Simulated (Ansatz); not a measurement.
Other settings, tried on the cluster TaS2 (the lowest doublet isomer of a short search).

```yaml
crystal:
  periodic: [false, false, false]
  atoms:
    - {symbol: Ta, position_ang: [-0.421460, 0.733145, -0.039981]}
    - {symbol: S, position_ang: [-1.295928, -1.237015, -0.058990]}
    - {symbol: S, position_ang: [1.717398, 0.503870, 0.098971]}
basis:
  gaussian: {orbitals: def2-mTZVP}
magnetization: {spin_polarized: true, initial_magnetization: 1}
hamiltonian: {xc: {name: PBE0-DH}}
output: {forces: true}
```

```sh
$ ansatz run in.yaml --threads 4 --pin off --events-out ev --progress --plain --max-ram 3916MiB
```

Shortened log:

```
Functional definition: PBE0-DH
  name "PBE0-DH"
  cite "Brémond & Adamo, J. Chem. Phys. 135, 024106 (2011) doi:10.1063/1.3604569"
  cite "Perdew, Burke & Ernzerhof, Phys. Rev. Lett. 77, 3865 (1996) doi:10.1103/PhysRevLett.77.3865"
  parameter a = 1/2
  parameter c = 1/8
  exchange = (1 - a)*pbe_x + a*exact_x
  correlation = (1 - c)*pbe_c + c*(mp2_os + mp2_ss)
819 factors; integrals over basis functions are off by at most 3.2e-4 eV
mean field evaluation 1: about -23204.3252 eV, gradient 2.8e1 eV
mean field evaluation 2: about -23204.5307 eV, gradient 2.8e1 eV
mean field evaluation 4: about -23209.3666 eV, gradient 7.6e0 eV
mean field evaluation 8: about -23209.6880 eV, gradient 5.6e-1 eV
mean field evaluation 16: about -23209.7193 eV, gradient 2.4e-2 eV
mean field evaluation 32: about -23209.7194 eV, gradient 4.8e-5 eV
mean field evaluation 64: about -23206.3164 eV, gradient 1.5e1 eV
mean field evaluation 96: about -23206.8030 eV, gradient 1.4e0 eV
mean field -23209.71936488 eV, -852.9414545467 hartree, gradient 3.1e-6 eV, S^2 0.792959; 8 other end points of the search recorded, 0 dependent functions left out
10 core orbitals not correlated: weight in the atoms' cores, before any rotation towards them, 1.000 or more for the frozen orbitals, at most 0.000 for the correlated occupied ones
reference -23209.71938213 eV, -852.9414551805 hartree; 13, 12 occupied and 57, 58 virtual orbitals, 819 factors
second order -19.14762069 eV of doubles, -0.00000000 eV of singles
the calculation of the forces begins
Total energy: -23212.11283472 eV, -853.0294129407 hartree
Atom 0 at    -0.421460     0.733145    -0.039981 Å, force     0.066174    -0.115111     0.006277 eV/Å
Atom 1 at    -1.295928    -1.237015    -0.058990 Å, force    -0.005090     0.073730    -0.001671 eV/Å
Atom 2 at     1.717398     0.503870     0.098971 Å, force    -0.061084     0.041381    -0.004606 eV/Å
Dipole moment:    -0.554718     0.964944    -0.052622 e Å
```

Hardware: 4 threads of Arm Neoverse V2 on a shared host. Wall time 8 s.

In the def2 sets Ta takes a core potential; there is no spin–orbit coupling. Correlated methods freeze 10 core orbitals; core or outer-core shells of Ta are correlated, in sets that lack core-valence functions.
